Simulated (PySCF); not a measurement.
2,2'-bipyridine, C₁₀H₈N₂, SMILES c1ccc(-c2ccccn2)nc1, singlet at its GFN2-xTB optimised geometry (Å):

```
20

C     -1.6054     3.1683     0.0001
C     -0.2204     3.1788     0.0000
C      0.4622     1.9747     0.0000
C     -0.2678     0.7830     0.0000
C      0.3655    -0.5497     0.0001
C      1.7505    -0.7364    -0.0001
C      2.2529    -2.0261    -0.0001
C      1.3700    -3.0933     0.0002
C      0.0112    -2.8055     0.0004
N     -0.4731    -1.5834     0.0003
N     -1.5988     0.7857     0.0001
C     -2.2405     1.9330     0.0001
H     -2.1731     4.0857     0.0000
H      0.3238     4.1129     0.0000
H      1.5404     1.9747     0.0000
H      2.4315     0.0995    -0.0003
H      3.3208    -2.1942    -0.0002
H      1.7228    -4.1129     0.0002
H     -0.7269    -3.5976     0.0005
H     -3.3208     1.8610     0.0001
```

Method: CAM-B3LYP/def2-SVP (PySCF). Cells within 0.4 Å of a nucleus heavier than hydrogen are left out (blank, or x).

Map of the Laplacian of the electron density (e/bohr⁵), clipped to [-1.50, 1.50] on the plane z = 0.0 Å:

```
|777777777777777777777777777|
|777777777777777777777777777|
|777777777777777777777777777|
|777777777777777777777777777|
|777777778888888777777777777|
|777777787088833877777777777|
|7777777883x69x8877777777777|
|7777777888x4xx8887777777777|
|777777888379945888777777777|
|77777862xx9898x108777777777|
|777777777179945888777777777|
|7777778892x4xx8888777777777|
|7777777782x6xx8888887777777|
|777777778889846885087777777|
|7777777778889xx4xx787777777|
|7777777777888287xx887777777|
|777777777784x39982788777777|
|77777777778815989xx26877777|
|7777777777898x7852767777777|
|7777777777884x2xx7888777777|
|777777777786188758877777777|
|777777777778888825877777777|
|777777777777777888777777777|
|777777777777777777777777777|
|777777777777777777777777777|
|777777777777777777777777777|
|777777777777777777777777777|
```
Scale: ten equal steps from -1.50 (start of '0') to 0.420 (end of '9'), in the order '0123456789'; x runs from -6.50 to 6.50, y from -6.50 (bottom) to 6.50 (top).
